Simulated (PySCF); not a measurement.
## Vibration and rotation of CsSe⁺

UHF-CCSD(T) constants of CsSe⁺, ³Σ⁻ (triplet), unpaired electrons π ↑↑ (Cs def2-SVP with ECP46, Se def2-SVP; scalar-relativistic core potentials (PySCF 2.14); masses 132.9054 and 79.9165 u):

```
ωe             : 58.8 cm⁻¹
ωexe           : 0.465 cm⁻¹
Be             : 0.022094 cm⁻¹
αe             : 0.000179 cm⁻¹
De to Cs⁺ + Se : 0.308 eV
```

(1) What force constant and bond length do these constants imply?

(2) Estimate the centrifugal constant D from the Kratzer relation and find the Dunham coefficient a1.

Correlated steps freeze 9 core orbitals. The bond is weak. Basis-set superposition, not corrected here, can be much of De in a small basis, most of all at correlated wavefunction levels. These are scalar-relativistic numbers at best; spin–orbit coupling would shift them, the dissociation energy most. For an ion De counts to the pair picked by the measured ionisation energies or electron affinities, which need not be the lowest pair at this level. The state was picked by a PBE0 search and need not be the measured ground state.

Results:

(1) Reduced mass μred = 49.907 u; k = 5.8918×10⁻⁷·μred·ωe² (u, cm⁻¹, mdyn/Å) = 0.102 mdyn/Å; Re = √(16.8576/(μred·Be)) (u, cm⁻¹, Å) = 3.910 Å.

(2) D = 4Be³/ωe² = 1.25e-08 cm⁻¹; a1 = −1 − αeωe/(6Be²) = -4.59.
